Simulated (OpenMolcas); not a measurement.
# Bi IV: RASPT2 settings compared

| Property | Result |
| --- | --- |
| Program | OpenMolcas |
| Basis | ANO-R3 [9s8p6d3f2g1h] |
| Scalar Hamiltonian | X2C, finite nucleus |
| Active space | 2 electrons in 9 orbitals (RAS2 6s 6p; RAS3 6d, at most 2 electrons) |
| State averaging | 2S+1 = 3 even, 3 roots; 2S+1 = 1 even, 7 roots; 2S+1 = 3 odd, 3 roots; 2S+1 = 1 odd, 3 roots |
| Spin-orbit coupling | state interaction with AMFI integrals over the reference wave functions, term energies averaged over their components |

Methods on the same reference wave functions:
A. RASSCF
B. SS-RASPT2, IPEA 0.2 Eh, sigma1 regulariser 0.1 Eh (closed shells correlated: 5d)
C. SS-RASPT2, IPEA 0.1 Eh, sigma2 regulariser 0.4 Eh (closed shells correlated: 4f 5s 5p 5d)
D. MS-RASPT2, IPEA 0.1 Eh, sigma2 regulariser 0.4 Eh (closed shells correlated: 4f 5s 5p 5d)
E. XMS-RASPT2, IPEA 0.3 Eh, sigma2 regulariser 0.25 Eh (closed shells correlated: none)

Energies in cm⁻¹ above 6s² ¹S₀, the measured ground level; measured values from Moore, Atomic Energy Levels, vol. III, NSRDS-NBS 35 (1971 reprint of NBS Circular 467, 1958).

```tsv
Level	A	B	C	D	E	Measured
6s² ¹S₀	0.0	0.0	0.0	0.0	0.0	0.0
6s 6p ³P°₀	66079	74410	75050	75740	67580	70968
6s 6p ³P°₁	71087	78840	79430	80120	72540	75926
6s 6p ³P°₂	87184	95520	96160	96850	88690	
6s 6p ¹P°₁	113547	112890	112900	113590	114050	114602
6p² ³P₀	167120	173440	174430	175120	168190	166552
```

Deviations, from unrounded energies. A percentage is the sum of absolute deviations over the sum of measured energies, with the sign that they share, or ± where signs differ.

```
           Against measurement  Levels     A     B     C     D     E
mean absolute deviation (cm-1)       4  2800  3700  4300  4600  2200
      other configurations (%)       4  ±2.7  ±3.5  ±4.0  ±4.3  ±2.1
```

E lies closest to measurement on these levels and D furthest from it. The largest miss of E in the table is 6s 6p ³P°₁, by -3400 cm-1. The ranking rests on the paired levels alone, and a cruder setting can come out closer through cancelling errors.

Among B to E the level of the table that moves most is 6s 6p ³P°₀, by 8200 cm-1 (lowest in E, highest in D). Moves below CASPT2's spread within the term are not significant.

The lowest spin-free term lies below A's lowest term by 0.448 hartree in B, 0.913 hartree in C, 0.916 hartree in D, 0.008 hartree in E.

Active for correlation alone: 6d; no level in the range computed is led by a configuration that fills it, so any true level of that kind is missing. Spin-orbit splittings of 6p shells tend to come out small when the coupling is added on scalar orbitals. Computed and measured levels are paired by configuration, term and J; levels that our copy of the source lacks, or whose pairing is in doubt (as where it misses far off the trend of its configuration), stay unpaired and out of the deviations. Only configurations of the active space appear. Levels that lie high or do not pair safely by name in every column are left out.

° marks odd parity.
